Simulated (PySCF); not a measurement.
Species: 2,2,3-trimethylbutane, C7H16.
Bonds: C1–C2, C2–C3, C2–C4, C4–C5, C4–C6, C4–C7. Hydrogens: H8, H9, H10 on C1; H11 on C2; H12, H13, H14 on C3; H15, H16, H17 on C5; H18, H19, H20 on C6; H21, H22, H23 on C7.

The same species was optimised twice, with GFN2-xTB and with PBE0-D3(BJ)/def2-SVP (PySCF), and the same property calculations (PySCF, gas phase) were run on both structures.

```tsv
coordinate	GFN2-xTB	PBE0-D3(BJ)/def2-SVP	change
C2–C4 (Å)	1.552	1.558	+0.006
C1–C2 (Å)	1.530	1.527	-0.003
C2–C3 (Å)	1.530	1.527	-0.003
C4–C7 (Å)	1.534	1.533	-0.001
C4–C6 (Å)	1.534	1.533	-0.001
C4–C5 (Å)	1.531	1.531	0.000
C1–C2–C3 (°)	108.2	109.4	+1.2
C2–C4–C5 (°)	112.4	111.8	-0.6
C3–C2–C4 (°)	113.2	113.6	+0.4
C5–C4–C7 (°)	108.6	108.9	+0.3
C1–C2–C4 (°)	113.6	113.9	+0.3
C5–C4–C6 (°)	108.6	108.9	+0.3
C6–C4–C7 (°)	107.6	107.7	+0.1
C2–C4–C6 (°)	109.9	109.9	0.0
C1–C2–C4–C5 (°)	-70	-70	0
```

Rotational constants: A = 3039, B = 2189, C = 1822 MHz (GFN2-xTB) against A = 3012, B = 2179, C = 1811 MHz (PBE0-D3(BJ)/def2-SVP). Point groups within 0.08 Å: C1 and C1.

On the GFN2-xTB structure: HOMO (eV) -8.55 [PBE0/pcSseg-1]; LUMO (eV) 1.36 [PBE0/pcSseg-1]; dipole (D) 0.05 [PBE0/pcSseg-1]; GIAO shielding of C1/C3 (mean) (ppm) 167.2 [PBE0/pcSseg-1]; GIAO shielding of C2 (ppm) 145.8 [PBE0/pcSseg-1]; GIAO shielding of C4 (ppm) 152.6 [PBE0/pcSseg-1]; GIAO shielding of C5/C6/C7 (mean) (ppm) 158.0 [PBE0/pcSseg-1].

Q: What do these properties become on the PBE0-D3(BJ)/def2-SVP structure?

A: 
| property | level | on GFN2-xTB | on PBE0-D3(BJ)/def2-SVP | change |
| --- | --- | --- | --- | --- |
| HOMO (eV) | PBE0/pcSseg-1 | -8.55 | -8.50 | +0.05 |
| LUMO (eV) | PBE0/pcSseg-1 | 1.36 | 1.31 | -0.05 |
| dipole (D) | PBE0/pcSseg-1 | 0.05 | 0.05 | 0.00 |
| energy, GFN2-xTB geometry as zero (kcal/mol) | PBE0/pcSseg-1 | 0.0 | -0.7 | -0.7 |
| GIAO shielding of C1/C3 (mean) (ppm) | PBE0/pcSseg-1 | 167.2 | 165.6 | -1.6 |
| GIAO shielding of C2 (ppm) | PBE0/pcSseg-1 | 145.8 | 144.9 | -0.9 |
| GIAO shielding of C4 (ppm) | PBE0/pcSseg-1 | 152.6 | 151.9 | -0.7 |
| GIAO shielding of C5/C6/C7 (mean) (ppm) | PBE0/pcSseg-1 | 158.0 | 156.0 | -2.0 |

The heavy atoms differ by 0.018 Å rms after alignment. Among bonds between heavy atoms C2–C4 changes most (+0.006 Å). Changes are differences of the printed values. Neither structure is proved a minimum here.

The values belong to the conformer `[CH3:1][CH:2]([CH3:3])[C:4]([CH3:5])([CH3:6])[CH3:7]`: C1–C2–C4–C5 -70°.
